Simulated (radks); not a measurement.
Values are calculated unless marked as measured or tabulated.
Neutral thallium inside a hard spherical wall (all orbitals vanish at R), configuration held at [Hg] 6p1 and not refilled when levels cross. Code: a radial shooting solver on a logarithmic mesh with Libxc functionals. Model: scalar-relativistic Kohn-Sham, PBEsol, spin-unpolarised, spherical densities, finite nucleus; Fermi nuclear charge, rms radius 5.4759 fm. Eigenvalues in eV, with the zero of energy where the potential of the charges vanishes at infinity; a dash marks a level that is unbound or too diffuse for the functional's potential to be trusted. A positive occupied level is held by the wall or, in an anion where self-interaction has pushed it up, behind a barrier. The pressure on the wall is -dE/dV.

| R (bohr) | E (hartree) | kinetic (hartree) | e(5p) | e(5d) | e(6s) | e(6p) | e(7s, empty) | e(6d, empty) | pressure (GPa) |
|---|---|---|---|---|---|---|---|---|---|
| free | -20235.2234 | 22774.692 | -76.096 | -15.485 | -9.588 | -2.363 | - | - | 0 |
| 20 | -20235.2234 | 22774.692 | -76.096 | -15.484 | -9.587 | -2.363 | -0.372 | 0.628 | < 0.0001 |
| 15 | -20235.2233 | 22774.692 | -76.091 | -15.480 | -9.583 | -2.359 | -0.240 | 1.006 | 0.000213 |
| 8 | -20235.2160 | 22774.732 | -75.695 | -15.089 | -9.253 | -1.922 | 2.615 | 3.885 | 0.228 |
| 7 | -20235.2057 | 22774.784 | -75.382 | -14.783 | -8.994 | -1.496 | 4.686 | 5.396 | 0.759 |
| 5 | -20235.0890 | 22775.362 | -73.445 | -12.942 | -7.198 | 1.612 | 17.040 | 13.197 | 14.6 |
| 4 | -20234.7446 | 22776.972 | -70.086 | -9.834 | -3.407 | 7.626 | 37.049 | 25.020 | 97.5 |
| 3.5 | -20234.2249 | 22779.285 | -66.451 | -6.449 | 1.337 | 14.644 | 57.894 | 37.152 | 296 |
| 2 | -20217.7974 | 22842.402 | -19.813 | 45.128 | 99.611 | 139.71 | 340.28 | 200.80 | 24400 |
| 1.5 | -20169.7710 | 23004.533 | 58.419 | 141.33 | 310.78 | 379.27 | 798.15 | 467.81 | 200000 |
